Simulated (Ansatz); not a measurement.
Species: GeHBrF, charge 0, doublet. GeHBrF (SMILES [GeH]([Br])[F], doublet).
B3LYP-D3(BJ)/def2-TZVP minimum from Ansatz (a quantum-chemistry and plane-wave program):
```xyz
4

Ge    -0.9565    -0.3061     0.1344
F     -1.6662     1.2899    -0.0078
Br     1.3456    -0.0207    -0.0890
H     -1.4927    -1.0888    -1.1136
```
Charge 0, spin multiplicity 2.

Atomisation energy term by term, kcal/mol (programs: Ansatz). Radicals and triplets start from unrestricted determinants; spin-orbit coupling is neglected. Correlated methods leave the cores frozen (noble-gas shells, and filled d and f shells in the p block). No relativity. CBS(X,Y): correlation extrapolated as X^-3, Hartree-Fock from the larger set. A bracket is a step between two methods taken in the basis named. For partners of very few electrons the exact lower level stands in for a higher one. Spin-orbit terms, left out, reach several kcal/mol for Br and I, and more for heavier atoms.

```tsv
term	basis	kcal/mol
Hartree-Fock	cc-pVQZ	171.79
CCSD correlation	CBS(cc-pVTZ,cc-pVQZ)	72.28
(T)	CBS(cc-pVTZ,cc-pVQZ)	6.73
CCSDT(Q) - CCSD(T)	cc-pVDZ	0.68
sum: De		251.5
```
